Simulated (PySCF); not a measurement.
## GeH₂⁺: bend–stretch map

All numbers come from UPBE0 in PySCF with Ge def2-TZVP, H def2-TZVP; no relativity; density-fitted integrals.

Rigid scan from the doublet minimum (Ge–H 1.552 Å (×2); H–Ge–H 120.9°). Coordinate: rows scale both bonds, columns set the H–Ge–H angle. Energies in kJ/mol from the minimum.

(1) Give the energy map for rows 0.94, 0.97, 1.00, 1.03, 1.06, 1.10 and columns 90, 105, 120, 135, 150, 165, 180.

(2) And the size of the dipole moment (D, about the centre of mass) on the same grid?

Answers

(1) 
| scale \ angle | 90 | 105 | 120 | 135 | 150 | 165 | 180 |
| --- | --- | --- | --- | --- | --- | --- | --- |
| 0.94 | 68.0 | 28.9 | 14.8 | 21.2 | 43.9 | 74.2 | 90.4 |
| 0.97 | 53.6 | 16.3 | 3.5 | 10.9 | 34.9 | 67.5 | 85.7 |
| 1.00 | 47.3 | 11.7 | 0.0 | 8.3 | 33.2 | 68.0 | 88.6 |
| 1.03 | 47.5 | 13.6 | 2.9 | 11.8 | 37.4 | 74.3 | 97.5 |
| 1.06 | 52.8 | 20.5 | 10.7 | 20.1 | 46.2 | 84.7 | 111.2 |
| 1.10 | 66.2 | 35.9 | 27.1 | 36.8 | 63.0 | 103.1 | 135.2 |

(2) 
| scale \ angle | 90 | 105 | 120 | 135 | 150 | 165 | 180 |
| --- | --- | --- | --- | --- | --- | --- | --- |
| 0.94 | 0.07 | 0.25 | 0.44 | 0.62 | 0.73 | 0.60 | 0.00 |
| 0.97 | 0.10 | 0.27 | 0.45 | 0.62 | 0.73 | 0.63 | 0.00 |
| 1.00 | 0.14 | 0.29 | 0.46 | 0.62 | 0.74 | 0.66 | 0.00 |
| 1.03 | 0.18 | 0.32 | 0.47 | 0.62 | 0.73 | 0.69 | 0.00 |
| 1.06 | 0.22 | 0.34 | 0.48 | 0.61 | 0.72 | 0.71 | 0.00 |
| 1.10 | 0.27 | 0.38 | 0.49 | 0.60 | 0.70 | 0.72 | 0.00 |

The bond scale of lowest energy on the grid is 1.00 at 90°, 1.00 at 105°, 1.00 at 120°, 1.00 at 135°, 1.00 at 150°, 0.97 at 165°, 0.97 at 180°.
